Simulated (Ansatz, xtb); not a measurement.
**Isomers of C4H5NSeSi in order of energy**

3 gas-phase structures of C4H5NSeSi, from a drawn sample of its isomers (lower ones may exist). Each was relaxed with GFN2-xTB; where two conformers were screened, the lower at r2SCAN-D4/def2-SVP is listed:

A. `CC#C[SiH2][Se]C#N`, a singlet
B. `N#CC1=C[Se][SiH2]C1`, a singlet
C. `N#CCC1=C[Se][SiH2]1`, a singlet

**Question.** Which do you expect lowest at r2SCAN-D4/def2-SVP, and how would the others follow?

**Answer.** Calculated order at r2SCAN-D4/def2-SVP: B (0.0), C (22.1), A (33.9) kcal/mol.

Energies above the lowest of each column, in kcal/mol; the last columns are at PBE-D3(BJ)/def2-SVP geometries:

| structure | GFN2-xTB | HF/STO-3G | r2SCAN-D4/def2-SVP | PBE-D3(BJ)/def2-SVP | CCSD(T)/def2-SVP + ΔMP2/def2-TZVPP |
| --- | --- | --- | --- | --- | --- |
| B | 0.0 | 0.0 | 0.0 | 0.0 | 0.0 |
| C | 18.6 | 31.6 | 22.1 | 20.1 | 17.3 |
| A | 28.6 | 35.8 | 33.9 | 34.6 | 26.4 |

Every level run on B puts it lowest or level with the lowest. Flexible structures stand in one conformer each, not always the lowest. ΔMP2 is the change of the MP2 energy from the smaller to the larger basis.

Programs: Ansatz 0.2.0, xtb 6.7.1.
